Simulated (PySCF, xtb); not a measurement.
C₂H₅Si, SMILES C[Si][CH2] (connectivity only; charge and spin as stated), neutral, multiplicity 2.

Harmonic wavenumbers (cm⁻¹) from GFN2-xTB run with xtb at its own minimum, in rising order: 64, 168, 271, 640, 679, 757, 794, 820, 988, 1350, 1422, 1480, 1487, 2999, 3007, 3021, 3023, 3058.

Question: What does ωB97X-D3(BJ)/def2-TZVP run with PySCF 2.14.0 give at its own minimum? (An estimate is asked for; the answer gives what the named calculation found.)

Answer: 99, 222, 352, 626, 676, 677, 801, 821, 1018, 1269, 1380, 1444, 1464, 3063, 3153, 3154, 3160, 3259. Paired by order, the mean absolute difference is 65 cm⁻¹ and the zero-point energies are 37.2 and 38.1 kcal/mol.
